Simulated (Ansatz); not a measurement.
Computed with Ansatz.

`[Br][Al]1[CH2][S]1` at its PBE0-D4/def2-TZVP geometry, where that method's forces vanish. Charge 0, multiplicity 1.

```
atom   x (Å)   y (Å)   z (Å)
 Br1   0.943   0.852  -2.913
 Al2   0.251   0.509  -0.830
  C3  -0.190  -0.575   0.667
  S4  -0.432   1.311   0.992
  H5  -1.134  -1.107   0.750
  H6   0.562  -0.990   1.334
```

(1) For each bond, give half the difference of the two atoms' forces along it (eV/Å; positive pushes the atoms apart) under PBE-D4, r2SCAN-D4, B3LYP-D4, ωB97M-V in def2-TZVPP. (Best estimate.)

Answers

(1) The calculation gave: 
```
   bond  length (Å)  PBE-D4  r2SCAN-D4  B3LYP-D4  ωB97M-V
Br1–Al2       2.222    0.04       0.01      0.08     0.00
 Al2–C3       1.900    0.10       0.04      0.09     0.02
 Al2–S4       2.104    0.30       0.10      0.15     0.01
  C3–S4       1.929    0.31       0.26      0.38     0.08
  C3–H5       1.087    0.08      -0.05     -0.12    -0.08
  C3–H6       1.087    0.08      -0.05     -0.12    -0.08
```

B3LYP here is the variant with VWN-RPA as its local correlation; programs differ in this.
